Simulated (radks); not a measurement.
Values are calculated unless marked as measured or tabulated.
All-electron atom: Mo4+ in [Kr] 4d2. Code: a radial shooting solver on a logarithmic mesh with Libxc functionals. Model: scalar-relativistic Kohn-Sham, BLYP, spin-polarised, spherical densities, finite nucleus; open shells are filled with parallel spins first (spin-orbit coupling, left out, can overturn this in heavy ions); Fermi nuclear charge, rms radius 4.4091 fm.

Normalised radial functions P(r) = r R(r), r in bohr:

```
   r/bohr * 4s up (the largest magnitude, 1.1, reaches the edge; | marks zero)
 0.003977                             |  *
 0.005179                             |  *
 0.006744                             |   *
 0.008781                             |    *
  0.01153                             |    *
  0.01501                             |     *
  0.01954                             |     *
  0.02545                             |    *
  0.03314                             |  *
  0.04349                             *
  0.05664                          *  |
  0.07375                      *      |
  0.09603                    *        |
    0.126                     *       |
   0.1641                          *  |
   0.2137                             |     *
   0.2783                             |            *
   0.3653                             |             *
   0.4756                             |   *
   0.6193                  *          |
   0.8064     *                       |
    1.059  *                          |
    1.378         *                   |
    1.795                   *         |
    2.337                          *  |
    3.068                            *|
    3.994                             *
    5.201                             *
```

4s up: eigenvalue -111.80 eV, 3 radial nodes at r = 0.0445, 0.179, 0.513 bohr, <r> = 1.09 bohr, 90 % of the charge inside 1.58 bohr.
